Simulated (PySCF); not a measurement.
Copper: highly charged ions in a basis for the neutral atom

Cu²¹⁺ [He] 2s2 2p4, Cu²²⁺ [He] 2s2 2p3. Computed with PySCF 2.14 in x2c-SVPall (5s3p3d1f, 36 functions), with the spin-free X2C one-electron Hamiltonian (Gaussian nucleus). No spin-orbit coupling, so a gap to NIST mixes the basis error with missing relativistic terms.

Changed run: basis of the neutral atom used for a highly charged ion. This setting is unsound on purpose.

```tsv
species	method	sound run (hartree)	changed run (hartree)	converged
Cu²¹⁺	UHF	not run	-1327.64138	yes
Cu²¹⁺	PBE	not run	-1327.65981	yes
Cu²¹⁺	LDA	not run	-1324.97919	yes
Cu²²⁺	UHF	not run	-1257.09837	yes
Cu²²⁺	PBE	not run	-1257.02902	yes
Cu²²⁺	LDA	not run	-1254.46019	yes
```

Ionisation energy of Cu²¹⁺:

```tsv
method	changed run (eV)	NIST (eV)
UHF	1919.6	1918 ± 4
PBE	1922.0	1918 ± 4
LDA	1918.9	1918 ± 4
```

The contracted functions were made for the neutral atom and can be too rigid for a highly charged ion.
